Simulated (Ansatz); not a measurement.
Ansatz (an electronic-structure program) input (CCSD(T)/def2-SVPD):

Ansatz 0.2 input:
```yaml
crystal:
  periodic: [false, false, false]
  atoms:
    - {symbol: Ga, position_ang: [0.80512851, -0.01448369, -0.09027700]}
    - {symbol: Cl, position_ang: [-0.85253169, 1.35517224, -1.18932167]}
    - {symbol: Cl, position_ang: [-0.61564382, -1.32876081, 1.35394444]}
basis:
  gaussian:
    orbitals: def2-SVPD
total_charge: -1
magnetization: {spin_polarized: false}
correlation: {method: ccsd_t, electrons: outside_noble_gas}
output: {forces: true}
```

End of the output:

```
851 factors; integrals over basis functions are off by at most 3.3e-4 eV
mean field: 0.41 GiB planned
mean field evaluation 1: about -77331.6649 eV, gradient 1.0e1 eV
mean field evaluation 2: about -77331.6998 eV, gradient 1.0e1 eV
mean field evaluation 4: about -77332.1195 eV, gradient 1.3e0 eV
mean field evaluation 8: about -77332.1304 eV, gradient 2.9e-4 eV
mean field evaluation 16: about -77332.0880 eV, gradient 1.3e0 eV
mean field -77332.13045074 eV, -2841.9033764642 hartree, gradient 1.2e-6 eV, S^2 0.000000; 0 other end points of the search recorded, 0 dependent functions left out
24 core orbitals not correlated
reference -77332.13045074 eV, -2841.9033764642 hartree; 9, 9 occupied and 59, 59 virtual orbitals, 851 factors
densities: 0.27 GiB planned
second order -9.65027048 eV of doubles, -0.00000000 eV of singles
coupled cluster: 0.20 GiB planned
cycle   1  -10.22970467 eV  change   -5.8e-1 eV  update   7.8e-2
cycle   2  -10.45293706 eV  change   -2.2e-1 eV  update   2.6e-2
cycle   3  -10.49962750 eV  change   -4.7e-2 eV  update   1.3e-2
cycle   4  -10.49548822 eV  change    4.1e-3 eV  update   3.3e-3
cycle   5  -10.49398839 eV  change    1.5e-3 eV  update   1.1e-3
cycle   6  -10.49404623 eV  change   -5.8e-5 eV  update   4.3e-4
cycle   7  -10.49410183 eV  change   -5.6e-5 eV  update   1.5e-4
cycle   8  -10.49412672 eV  change   -2.5e-5 eV  update   5.4e-5
cycle   9  -10.49412849 eV  change   -1.8e-6 eV  update   1.7e-5
cycle  10  -10.49412289 eV  change    5.6e-6 eV  update   5.5e-6
perturbative correction -0.31499528 eV, -0.0115758632 hartree
the calculation of the forces begins
Total energy: -77342.93956892 eV, -2842.3006042304 hartree
Atom 0 at     0.805129    -0.014484    -0.090277 Å, force     0.123821    -0.002227    -0.013884 eV/Å
Atom 1 at    -0.852532     1.355172    -1.189322 Å, force    -0.064243     0.027536    -0.018096 eV/Å
Atom 2 at    -0.615644    -1.328761     1.353944 Å, force    -0.059578    -0.025309     0.031980 eV/Å
Dipole moment:     0.465739    -0.008378    -0.052222 e Å
```
